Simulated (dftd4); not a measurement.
HB, charge +1, doublet, geometry from GFN2-xTB (a state made from the parent by changing its charge; the spin is typed, not shown lowest); dftd4 4.2.0 with D4 for revpbe.

Here is a job for dftd4.
```
$ dftd4 mol.xyz --func revpbe --charge 1 --json dftd4.json --noedisp

# file mol.xyz
2

B     -0.00000000    -0.00000000    -0.19907760
H      0.00000000     0.00000000     0.99538801
```

Output, abridged:

```
                    ____  _____ _____     ____  _  _
      -------------|  _ \|  ___|_   _|---|  _ \| || |------------
     |             | | | | |_    | | ___ | | | | || |_           |
     |             | |_| |  _|   | ||___|| |_| |__   _|          |
     |             |____/|_|     |_|     |____/   |_|            |
     |             ===================================           |
     |            E. Caldeweyher, S. Ehlert & S. Grimme          |
     |          Mulliken Center for Theoretical Chemistry        |
     |                    University of Bonn                     |
      -----------------------------------------------------------

Rational (Becke-Johnson) damping: revpbe-D4-ATM
---------------------
  s6         1.0000
  s8         1.7468
  s9         1.0000
  a1         0.5363
  a2         3.0726
 alp        16.0000
--------------------

Dispersion energy:      -3.8774057104674E-04 Eh

[Info] JSON dump of results written to 'dftd4.json'
```
